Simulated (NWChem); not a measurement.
System: BeH$_{2}$; SMILES [BeH2]

Here is an NWChem input.

```
start job
memory heap 200 mb stack 900 mb global 1100 mb
geometry units angstroms
  Be     0.000000     0.000000     0.000000
  H      0.000000     0.000000     1.338991
  H      0.000000     0.000000    -1.338991
end
basis spherical
  * library def2-svp
end
dft
  xc becke88 lyp
  iterations 150
end
driver
  maxiter 120
end
task dft optimize
task dft freq
```

The level has its own optimisation; frequencies are unscaled.

Question: Give the results of this calculation. (BLYP/def2-SVP.) Quantities: r Be–H (Å); highest harmonic frequency (cm⁻¹); lowest (cm⁻¹); zero-point energy (kcal/mol).

Answer: 
- r Be–H (Å) = 1.335
- highest harmonic frequency (cm⁻¹) = 2225
- lowest (cm⁻¹) = 765
- zero-point energy (kcal/mol) = 8.2
